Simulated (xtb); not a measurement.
Al(Me)2 (C2H6Al), SMILES [CH3][Al+][CH3], charge +1. All values are semi-empirical tight-binding results from xtb (GFN2-xTB unless named), good for trends rather than for accurate numbers. Coordinates come from a GFN2-xTB optimisation. The spin state was assumed, not searched. The isomer is the one that the SMILES or the coordinates give; other isomers of the formula were not compared.

The geometry has at least one imaginary mode, so it is a saddle point at that level.

For metal compounds this method's bond lengths and energies can be far off.

Computed properties:
```json
{
 "point_group_as_xtb_finds_it": "D3d",
 "orbital_gap": "3.62 eV"
}
```
